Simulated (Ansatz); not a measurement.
System: trifluorogermane, sum formula GeHF$_{3}$, net charge 0, singlet state. SMILES: [F][GeH]([F])[F]
Geometry: optimised at B3LYP-D3(BJ)/def2-TZVP (Ansatz, a program for electronic structure).

Property: atomisation energy (electronic, to ground-state atoms), in kJ/mol. Cores are frozen in the correlated levels unless marked. UHF or UKS for open shells. Spin-orbit coupling is left out. Frozen are the shells of the preceding noble gas and the d and f shells that filled before the atom's block. No relativistic terms. The coupled-cluster limit lacks core correlation, which all-electron functionals hold. CBS(X,Y): correlation extrapolated as X^-3; Hartree-Fock from the larger set (for Q and 5 zeta extrapolated as (X+1)exp(-9√X)).

```json
[
 {"level": "r2SCAN-D3(BJ)/def2-TZVPD", "program": "Ansatz + dftd3", "atomisation energy (kJ/mol)": "1768.7"},
 {"level": "B3LYP-D4/def2-TZVPD", "program": "Ansatz + dftd4", "atomisation energy (kJ/mol)": "1730.9"},
 {"level": "wB97M-V/def2-TZVPD", "program": "Ansatz", "atomisation energy (kJ/mol)": "1748.7"},
 {"level": "wB97X/def2-TZVPD", "program": "Ansatz", "atomisation energy (kJ/mol)": "1770.5"},
 {"level": "B2GP-PLYP-D3(BJ)/def2-TZVPD", "program": "Ansatz + dftd3", "atomisation energy (kJ/mol)": "1756.3"},
 {"level": "MP2/6-31G", "program": "Ansatz", "atomisation energy (kJ/mol)": "1504.6"},
 {"level": "MP2/cc-pVDZ", "program": "Ansatz", "atomisation energy (kJ/mol)": "1657.0"}
]
```

Question: Predict the CCSD(T)/CBS(cc-pVQZ,cc-pV5Z) result (Ansatz).

Answer: 1807.0 kJ/mol, so MP2/cc-pVDZ differs from it by -150.0 kJ/mol.
